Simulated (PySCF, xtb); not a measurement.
CsI, SMILES [I][Cs].

GFN2-xTB (xtb) at its own geometry gives an orbital gap of 2.40 eV and a dipole moment of 10.90 D.

Geometry optimised at PBE-D3(BJ)/def2-TZVPD. The def2 effective core potentials stand for the cores of Cs, I; spin–orbit coupling is left out.

Task: What does CAM-B3LYP/def2-TZVPD run with PySCF give? (The exact figures need the calculation; the answer reports its results.)

Result: gap 5.61 eV (levels -6.54 and -0.93 eV), dipole 11.85 D.
